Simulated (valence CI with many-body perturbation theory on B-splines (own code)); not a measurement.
The numbers below are computed, except where a source is named.
# From CI to CI+MBPT in Os63+

Level of theory: valence CI with perturbative core correlation (CI+MBPT): three valence electrons over a frozen Dirac-Fock core [Ne], a basis of 11 s, 11 p, 9 d, 7 f, 5 g, 2 h, 1 i functions for each j, with the one-electron correlation potential Σ1, the two-electron term Σ2, the three-electron term Σ3, Breit, model QED; selected CI, second order for the rest (own B-spline code, finite nucleus).

No measured spectrum was set against this ion. As an estimate, large intervals hold to a few tenths of a per cent, small ones and those within an open d or f shell to about a per cent.

Each rung adds one term. CI alone is the Dirac-Coulomb CI over the frozen core; QED comes last and gives the full result, which names the levels. Energies are above (3s^2 3p1/2) J=1/2 on the same rung, in × 10³ cm⁻¹.

Levels are named by their leading jj configuration (3d3/2^4 stands for four electrons in 3d with j = 3/2), which in mixed levels can hold well under half, so a name can repeat and another be missing. Letters in brackets count levels of one name in rising energy.

```tsv
Level	CI alone	+ Σ1	+ Σ2	+ Σ3	+ Breit	Full
(3s 3p1/2^2) J=1/2	1417.7	1415.3	1414.8	1414.9	1452.5	1411.4
(3s^2 3p3/2) J=3/2	3365.2	3366.9	3367.7	3367.7	3327.9	3331.1
(3s 3p1/2 3p3/2) J=3/2 [a]	4525.9	4525.2	4527.7	4527.9	4524.6	4487.4
(3s 3p1/2 3p3/2) J=5/2	4686.6	4685.9	4687.2	4687.4	4676.9	4639.9
(3s 3p1/2 3p3/2) J=3/2 [b]	4858.9	4858.2	4858.0	4858.1	4844.1	4813.0
(3s 3p1/2 3p3/2) J=1/2	4942.7	4942.1	4938.8	4938.9	4936.2	4898.5
(3s^2 3d3/2) J=3/2	5342.6	5342.1	5337.1	5336.8	5296.8	5285.0
(3s^2 3d5/2) J=5/2	6032.1	6033.1	6030.3	6030.0	5962.4	5958.8
(3p1/2^2 3p3/2) J=3/2	6243.4	6240.6	6240.3	6240.6	6250.6	6190.2
(3s 3p1/2 3d3/2) J=3/2 [a]	6357.7	6354.9	6353.9	6353.9	6357.3	6299.1
(3s 3p1/2 3d3/2) J=5/2	6463.3	6460.6	6459.9	6459.9	6442.8	6397.1
(3s 3p1/2 3d3/2) J=1/2	6681.2	6678.4	6674.4	6674.2	6664.9	6619.3
(3s 3p1/2 3d3/2) J=3/2 [b]	6743.8	6741.0	6736.4	6736.0	6728.3	6679.2
(3s 3p1/2 3d5/2) J=5/2 [a]	7224.7	7223.3	7222.0	7221.8	7190.7	7147.1
(3s 3p1/2 3d5/2) J=7/2	7354.2	7352.9	7350.7	7350.5	7311.2	7267.6
(3s 3p1/2 3d5/2) J=5/2 [b]	7435.2	7433.8	7431.4	7430.9	7396.3	7352.5
(3s 3p1/2 3d5/2) J=3/2	7469.8	7468.3	7464.1	7463.8	7437.1	7391.5
(3s 3p3/2^2) J=5/2	7994.5	7995.4	7997.4	7997.5	7950.9	7917.1
(3p1/2^2 3d3/2) J=3/2	8040.8	8035.7	8031.9	8031.9	8058.1	7972.0
```

**Question.** How does the ionisation energy move along the ladder, and which term matters most?

**Answer.** CI alone 7195.8, + Σ1 7197.0, + Σ2 7197.0, + Σ3 7196.9, + Breit 7185.9, + QED 7185.6 eV. The largest step is Breit, -11.0 eV. NIST lists 7185 ± 19 eV (theoretical).
